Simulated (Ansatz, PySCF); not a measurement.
Gas-phase reaction (SMILES): [F][Ge]([F])([F])[Br] [bromo(trifluoro)germane] -> [F][Ge]([F])[F] + Br atom; the Br-Ge bond at the site shown breaks (other sites are not compared here).

Geometries: B3LYP-D3(BJ)/def2-TZVP minima from Ansatz (an electronic-structure program). Valence correlation only, unless marked. Open shells are spin-unrestricted. Spin-orbit coupling is left out. Frozen are the shells of the preceding noble gas and the d and f shells that filled before the atom's block. Non-relativistic. CBS(X,Y): correlation extrapolated as X^-3; Hartree-Fock from the larger set. [CCSD(T)-MP2]/basis is that difference in the basis named. Thermal terms are rigid-rotor harmonic-oscillator values from B3LYP-D3(BJ) frequencies (Ansatz or PySCF) at 298.15 K and 1 atm. 1 Eh = 627.5095 kcal/mol. Atoms have translation alone.

```csv
species,"E, RI-MP2/CBS(cc-pVTZ,cc-pVQZ)+[CCSD(T)-MP2]/cc-pVTZ (Ansatz) (Eh)","E, B3LYP-D3(BJ)/def2-TZVPD (Ansatz + dftd3) (Eh)",H - E (Eh)
[F][Ge]([F])([F])[Br],-4947.74502,-4951.06650,0.01540
[F][Ge]([F])[F],-2374.97135,-2376.79673,0.01196
Br atom,-2572.63283,-2574.14138,0.00236
```

Task: Work out ΔE and ΔH at 298.15 K at the first level, then ΔH at the second.

Result: 
1. ΔE = [(-2374.97135) + (-2572.63283)] - [(-4947.74502)] = 0.14084 Eh = 88.4 kcal/mol at RI-MP2/CBS(cc-pVTZ,cc-pVQZ)+[CCSD(T)-MP2]/cc-pVTZ.
2. The terms H - E add up to -0.00108 Eh, so ΔH = (0.14084 + (-0.00108))×627.5095 = 87.7 kcal/mol.
3. At B3LYP-D3(BJ)/def2-TZVPD the same steps give ΔE = 80.6 and ΔH = 79.9 kcal/mol, a shift of -7.8 from the first level.
4. These values are not checked against measurement here, since the tables used lack a sound gas-phase enthalpy of formation for at least one species.
